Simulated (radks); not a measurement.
The numbers below are computed, except where a source is named.
Problem. These are the eigenvalues of the occupied orbitals of an atom or ion with whole-number occupations (hartree). Code: a radial shooting solver on a logarithmic mesh with Libxc functionals. Model: Dirac Kohn-Sham, PBE, spin-unpolarised, spherical densities, point nucleus.

1s1/2: -1162.681
2s1/2: -179.2028
2p1/2: -167.9662
2p3/2: -157.8785
3s1/2: -36.57316
3p1/2: -31.95438
3p3/2: -30.07407
3d3/2: -21.92998
3d5/2: -21.53680
4s1/2: -7.16354
4p1/2: -5.57576
4p3/2: -5.21831
4d3/2: -2.68270
4d5/2: -2.62827
5s1/2: -1.56395
5p1/2: -1.18850

Which element is it, and in what charge state? The configuration may be excited. Open shells, if any, fill j = l - 1/2 first.

Solution. Z = 52, tellurium, charge +3: Te3+ in [Kr] 4d10 5s2 5p1. The list shows which subshells hold electrons but not how many an open one holds; the 1s level, -1162.7 hartree, gives Z - s = 48.2 by -(Z - s)^2/2, which with screening and relativity narrows Z to a few neighbours, and the depths of the outer levels then fix element, charge and occupations together.
